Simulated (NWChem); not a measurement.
C2H6O2Si; SMILES C=C[SiH](O)O

```xyz
11

Si     0.0265    -0.4934    -0.3707
O     -1.5779    -0.5781     0.1298
O      1.0497    -1.5310     0.4673
C      0.7085     1.2170    -0.0530
C     -0.1003     2.2688     0.1889
H     -0.0478    -0.8758    -1.8191
H     -1.7100    -0.3008     1.0544
H      0.8963    -2.4758     0.2913
H      1.8024     1.3793    -0.0651
H     -1.1986     2.1517     0.2068
H      0.2860     3.2859     0.3761
```
Atoms are numbered in this order, from 1.

Computed with NWChem. Structure relaxed at the PBE-D3(BJ)/def2-SVP level. Atomic charges in e: unrestrained fits to the electrostatic potential beside Mulliken populations; buried atoms are poorly determined by the fit.

Problem. What does the run give for B3LYP/def2-SVP? Quantities: ESP Si1; Mulliken Si1; ESP O2; Mulliken O2; ESP O3; Mulliken O3; ESP C4; Mulliken C4; ESP C5; Mulliken C5; relative RMS misfit of the potential (%).

Solution. 
```
Quantity                                  Value
----------------------------------------  -----
ESP Si1                                    0.95
Mulliken Si1                               0.75
ESP O2                                    -0.68
Mulliken O2                               -0.41
ESP O3                                    -0.71
Mulliken O3                               -0.40
ESP C4                                    -0.30
Mulliken C4                               -0.23
ESP C5                                    -0.20
Mulliken C5                               -0.04
relative RMS misfit of the potential (%)     28
```
